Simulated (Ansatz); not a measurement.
Program: Ansatz. Geometries: PBE0-D4/def2-TZVP. ΔE: electronic, gas phase. CCSD(T)/CBS adds triple-zeta CCSD(T) − MP2 to the extrapolated MP2 energy (def2 sets, frozen cores). This one scheme is used for every species. Functionals use def2-TZVPP. B3LYP here is the variant with VWN-RPA as its local correlation; programs differ in this. Each species was taken in one conformer, which may not be the lowest.

Consider the ligand exchange at the Al–C bond: `[F][AlH][CH2][SiH3]` + `CN[SiH3]` → `C[N]([SiH3])[AlH][F]` + `C[SiH3]`.

Q: Is it downhill or uphill in electronic energy at CCSD(T)/CBS, and by how much? (Estimate.)

A: Ansatz gave: Downhill: ΔE = -87.8 kJ/mol.

Q: What do these levels give: PBE-D4, PBE0-D4, B2PLYP, PBE0, B3LYP, MP2/def2-TZVPP, SCS-MP2/def2-TZVPP, CCSD/def2-TZVPP, CCSD(T)/def2-TZVPP, HF/def2-QZVPP, SCS-MP2/def2-QZVPP, MP2/CBS(def2)? (An estimate is asked.)

A: Ansatz gave: PBE-D4 -81.6, PBE0-D4 -81.7, B2PLYP -88.7, PBE0 -79.6, B3LYP -84.8, MP2/def2-TZVPP -91.9, SCS-MP2/def2-TZVPP -92.2, CCSD/def2-TZVPP -89.4, CCSD(T)/def2-TZVPP -90.2, HF/def2-QZVPP -87.5, SCS-MP2/def2-QZVPP -90.9, MP2/CBS(def2) -89.6 kJ/mol.

Largest T1 diagnostic among the species: 0.012.

The D4 term adds −3.9 kJ/mol with B3LYP and −2.1 kJ/mol with PBE0; it sums over pairs of atoms, weighted by their polarisabilities, and B3LYP, whose exchange is more repulsive, gets the larger term.
